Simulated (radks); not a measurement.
Task: Species: Sn3+. Configuration: [Kr] 4d10 5p1 (not the ground configuration). Method: scalar-relativistic Kohn-Sham, SCAN, spin-unpolarised, spherical densities, finite nucleus; meta-GGA in the generalised Kohn-Sham scheme; Fermi nuclear charge, rms radius 4.6519 fm; computed with a radial shooting solver on a logarithmic mesh with Libxc functionals. Some entries of the table are withheld. Estimate them.

orbital,occ.,eigenvalue (eV),r(max) (bohr)
1s,2,(1),0.01878
2s,2,-4435.675,0.1060
2p,6,-3981.435,0.08498
3s,2,-887.8541,0.3070
3p,6,-738.0953,0.3007
3d,10,-508.4913,(2)
4s,2,-168.6852,0.7474
4p,6,(3),0.7895
4d,10,-57.0501,0.8842
5p,1,-27.0653,2.216

Result: 
(1) 1s eigenvalue (eV): -29098.05
(2) 3d r(max) (bohr): 0.2515
(3) 4p eigenvalue (eV): -123.2394
